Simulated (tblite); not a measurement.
Parent: `[CH3:1]/[C:2]([SiH3:3])=[P:4]\[CH2:5][CH2:6][C:7]([F:8])([F:9])[F:10]` with C2–P4–C5–C6 -179°, P4–C5–C6–C7 180°, C5H10F3PSi.

Structures optimised with GFN2-xTB, isolated species. One conformer each, not checked by frequencies here.

| coordinate of the parent | value |
| --- | --- |
| C1–C2 | 1.497 Å |
| C2–Si3 | 1.889 Å |
| C2=P4 | 1.684 Å |
| P4–C5 | 1.886 Å |
| C5–C6 | 1.527 Å |
| C6–C7 | 1.514 Å |
| C7–F8 | 1.343 Å |
| C7–F9 | 1.343 Å |
| C7–F10 | 1.343 Å |
| C1–C2–Si3 | 117.4° |
| C1–C2–P4 | 124.8° |
| Si3–C2–P4 | 117.8° |
| C2–P4–C5 | 102.4° |
| P4–C5–C6 | 110.6° |
| C5–C6–C7 | 110.8° |
| C6–C7–F8 | 112.5° |
| C6–C7–F9 | 112.5° |
| C6–C7–F10 | 112.3° |
| F8–C7–F9 | 106.3° |
| F8–C7–F10 | 106.4° |
| F9–C7–F10 | 106.4° |

Problem. How does the shared frame change in `[CH3:1][C:2]([CH3:3])=[P:4][CH2:5][CH2:6][C:7]([F:8])([F:9])[F:10]` with C2–P4–C5–C6 176°, P4–C5–C6–C7 179°, C6H10F3P? Atoms pair as C1 = C1, C2 = C2, P4 = P4, C5 = C5, C6 = C6, C7 = C7, F8 = F10, F9 = F9, F10 = F8 (parent first).

Solution. 
```
   parent   relative  value in the relative  change
    C1–C2      C1–C2                1.495 Å  -0.002
    C2=P4      C2=P4                1.683 Å  -0.001
    P4–C5      P4–C5                1.882 Å  -0.004
    C5–C6      C5–C6                1.527 Å   0.000
    C6–C7      C6–C7                1.514 Å   0.000
    C7–F8     C7–F10                1.343 Å   0.000
    C7–F9      C7–F9                1.343 Å   0.000
   C7–F10      C7–F8                1.343 Å   0.000
 C1–C2–P4   C1–C2–P4                 126.3°    +1.5
 C2–P4–C5   C2–P4–C5                 101.5°    -0.9
 P4–C5–C6   P4–C5–C6                 110.0°    -0.6
 C5–C6–C7   C5–C6–C7                 110.9°    +0.1
 C6–C7–F8  C6–C7–F10                 112.6°    +0.1
 C6–C7–F9   C6–C7–F9                 112.5°     0.0
C6–C7–F10   C6–C7–F8                 112.3°     0.0
 F8–C7–F9  F10–C7–F9                 106.3°     0.0
F8–C7–F10  F10–C7–F8                 106.4°     0.0
F9–C7–F10   F9–C7–F8                 106.4°     0.0
```

Of the parent's bonds, P4–C5 changes most (-0.004 Å). Bonds of the relative outside the shared frame: C2–C3 1.496 Å.

Problem. How does the shared frame change in `[CH3:1]/[CH:2]=[P:3]/[CH2:4][CH2:5][C:6]([F:7])([F:8])[F:9]` with C2–P3–C4–C5 -72°, P3–C4–C5–C6 -60°, C5H8F3P? Atoms pair as C1 = C1, C2 = C2, P4 = P3, C5 = C4, C6 = C5, C7 = C6, F8 = F9, F9 = F7, F10 = F8 (parent first).

Solution. 
```json
{"parent": "C1–C2", "relative": "C1–C2", "value in the relative": "1.488 Å", "change": "-0.009"}
{"parent": "C2=P4", "relative": "C2=P3", "value in the relative": "1.672 Å", "change": "-0.012"}
{"parent": "P4–C5", "relative": "P3–C4", "value in the relative": "1.888 Å", "change": "+0.002"}
{"parent": "C5–C6", "relative": "C4–C5", "value in the relative": "1.527 Å", "change": "0.000"}
{"parent": "C6–C7", "relative": "C5–C6", "value in the relative": "1.514 Å", "change": "0.000"}
{"parent": "C7–F8", "relative": "C6–F9", "value in the relative": "1.344 Å", "change": "+0.001"}
{"parent": "C7–F9", "relative": "C6–F7", "value in the relative": "1.343 Å", "change": "0.000"}
{"parent": "C7–F10", "relative": "C6–F8", "value in the relative": "1.339 Å", "change": "-0.004"}
{"parent": "C1–C2–P4", "relative": "C1–C2–P3", "value in the relative": "122.7°", "change": "-2.1"}
{"parent": "C2–P4–C5", "relative": "C2–P3–C4", "value in the relative": "99.8°", "change": "-2.6"}
{"parent": "P4–C5–C6", "relative": "P3–C4–C5", "value in the relative": "113.5°", "change": "+2.9"}
{"parent": "C5–C6–C7", "relative": "C4–C5–C6", "value in the relative": "111.7°", "change": "+0.9"}
{"parent": "C6–C7–F8", "relative": "C5–C6–F9", "value in the relative": "111.6°", "change": "-0.9"}
{"parent": "C6–C7–F9", "relative": "C5–C6–F7", "value in the relative": "112.7°", "change": "+0.2"}
{"parent": "C6–C7–F10", "relative": "C5–C6–F8", "value in the relative": "112.9°", "change": "+0.6"}
{"parent": "F8–C7–F9", "relative": "F9–C6–F7", "value in the relative": "106.1°", "change": "-0.2"}
{"parent": "F8–C7–F10", "relative": "F9–C6–F8", "value in the relative": "106.4°", "change": "0.0"}
{"parent": "F9–C7–F10", "relative": "F7–C6–F8", "value in the relative": "106.6°", "change": "+0.2"}
```

Of the parent's bonds, C2–P4 changes most (-0.012 Å).

Problem. How does the shared frame change in `[CH3:1]/[C:2]([F:3])=[P:4]/[CH2:5][CH2:6][C:7]([F:8])([F:9])[F:10]` with C2–P4–C5–C6 -73°, P4–C5–C6–C7 -172°, C5H7F4P? Atoms pair as C1 = C1, C2 = C2, P4 = P4, C5 = C5, C6 = C6, C7 = C7, F8 = F9, F9 = F10, F10 = F8 (parent first).

Solution. 
```tsv
parent	relative	value in the relative	change
C1–C2	C1–C2	1.485 Å	-0.012
C2=P4	C2=P4	1.682 Å	-0.002
P4–C5	P4–C5	1.877 Å	-0.009
C5–C6	C5–C6	1.528 Å	+0.001
C6–C7	C6–C7	1.516 Å	+0.002
C7–F8	C7–F9	1.340 Å	-0.003
C7–F9	C7–F10	1.343 Å	0.000
C7–F10	C7–F8	1.343 Å	0.000
C1–C2–P4	C1–C2–P4	124.9°	+0.1
C2–P4–C5	C2–P4–C5	100.4°	-2.0
P4–C5–C6	P4–C5–C6	112.1°	+1.5
C5–C6–C7	C5–C6–C7	110.7°	-0.1
C6–C7–F8	C6–C7–F9	112.7°	+0.2
C6–C7–F9	C6–C7–F10	112.0°	-0.5
C6–C7–F10	C6–C7–F8	112.4°	+0.1
F8–C7–F9	F9–C7–F10	106.6°	+0.3
F8–C7–F10	F9–C7–F8	106.4°	0.0
F9–C7–F10	F10–C7–F8	106.4°	0.0
```

Of the parent's bonds, C1–C2 changes most (-0.012 Å). Bonds of the relative outside the shared frame: C2–F3 1.356 Å.

The numbers are calculated, not measured.
